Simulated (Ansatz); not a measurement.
Isolated molecules relaxed with PBE0-D4/def2-TZVP in Ansatz; ΔE leaves out vibrations. CCSD(T)/CBS is the MP2 limit (def2-TZVPP, def2-QZVPP) plus CCSD(T) − MP2 in def2-TZVPP, frozen cores. DFT in def2-TZVPP. Each species was taken in one conformer, which may not be the lowest.

Reaction (redistribution): `COB(N)[SiH3]` + `C[SiH](N)[AlH2]` → `CO[B]([AlH2])[SiH3]` + `C[SiH](N)N`

```tsv
level	ΔE (kJ/mol)	difference from CCSD(T)/CBS
PBE-D4	80.1	9.7
PBE	80.1	9.7
PBE0	81.1	10.7
HF/def2-TZVPP	73.5	3.1
CCSD/def2-TZVPP	73.4	3.0
CCSD(T)/def2-TZVPP	73.2	2.8
SCS-MP2/def2-QZVPP	69.9	-0.5
HF/CBS(def2)	71.6	1.2
MP2/CBS(def2)	70.5	0.1
CCSD/CBS(def2)	70.6	0.2
CCSD(T)/CBS	70.4	0
```

Largest T1 diagnostic among the species: 0.015.
